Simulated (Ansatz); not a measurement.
CH$_{8}$GeO$_{2}$Si (`C[SiH](O)[GeH2][OH]`), relaxed with RKS PBE0-D4/def2-TZVP in Ansatz from a GFN2-xTB geometry. The force threshold is 0.005 eV/Å; the program also tests the step.

Charge 0, multiplicity 1.

Start:

```xyz
13

C    -0.190    0.170    1.864
Si    0.346   -0.698    0.260
O    -0.392   -2.133    0.064
Ge   -0.324    0.452   -1.667
O     0.409    2.053   -1.709
H     0.222    1.174    1.917
H     0.141   -0.366    2.750
H    -1.272    0.260    1.916
H     1.808   -0.893    0.331
H    -0.374   -2.802    0.744
H     0.035   -0.192   -3.005
H    -1.767    0.870   -1.824
H     1.359    2.105   -1.640
```

Q: How much energy does the relaxation release, and in how many steps? (Estimate.)

A: Computed: 3.63 kcal/mol, in 9 steps.

Q: Which bonds change most? (Best estimate.)

A: Computed: Si2–Ge4 from 2.342 to 2.389 Å; Ge4–O5 from 1.762 to 1.799 Å; C1–Si2 from 1.901 to 1.865 Å; Si2–O3 from 1.626 to 1.655 Å.

Q: Give the relaxed structure. (Best estimate.)

A: Computed: 
```xyz
13

C    -0.228    0.178    1.826
Si    0.286   -0.725    0.277
O    -0.438   -2.206    0.124
Ge   -0.335    0.516   -1.668
O     0.485    2.115   -1.575
H     0.217    1.177    1.834
H     0.105   -0.347    2.725
H    -1.313    0.290    1.874
H     1.774   -0.874    0.294
H    -0.215   -2.884    0.763
H     0.065   -0.172   -2.994
H    -1.827    0.886   -1.718
H     1.423    2.048   -1.761
```
